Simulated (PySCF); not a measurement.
**Spinor energies of Ti¹²⁺ (titanium, charge +12)**

Start: [Ne]. Calculated with PySCF 2.14 in an uncontracted even-tempered set (18 s from 2 bohr⁻², ratio 2.4; 12 p from 2.6 bohr⁻², ratio 2.4; 5 d from 14 bohr⁻², ratio 2.6; 5 f from 22 bohr⁻², ratio 2.6): generalised Hartree-Fock with the X2C-1e Hamiltonian and a Gaussian nucleus; one run each with spin-orbit coupling (SO) switched off, then screened by Boettger's factors.

```json
{"spinor shell": "1s1/2", "electrons": "2", "ε, spin-free (eV)": "-5344.2", "ε, screened SO (eV)": "-5344.1", "weight of nominal j (screened SO)": "1.000", "rms radius, screened SO (bohr)": "0.0803"}
{"spinor shell": "2s1/2", "electrons": "2", "ε, spin-free (eV)": "-892.52", "ε, screened SO (eV)": "-892.51", "weight of nominal j (screened SO)": "1.000", "rms radius, screened SO (bohr)": "0.345"}
{"spinor shell": "2p1/2", "electrons": "2", "ε, spin-free (eV)": "-791.35", "ε, screened SO (eV)": "-795.49", "weight of nominal j (screened SO)": "1.000", "rms radius, screened SO (bohr)": "0.313"}
```

Where does 2p3/2 lie, and what is the 2p spin-orbit splitting (screened SO)?

At -789.32 eV, 6.166 eV above 2p1/2.

| quantity | spin-free | screened SO |
| --- | --- | --- |
| E (hartree) | -795.01382 | -795.02008 |
| M_J | 0 | 0 |
| ⟨J²⟩ | 0.000 | 0.000 |
| ⟨L²⟩ | 0.000 | 0.000 |
| ⟨S²⟩ | 0.000 | 0.000 |

Without spin-orbit coupling the j labels of p, d and f shells carry no meaning; the spin-free column gives the mean over the occupied spinors of each nl shell.
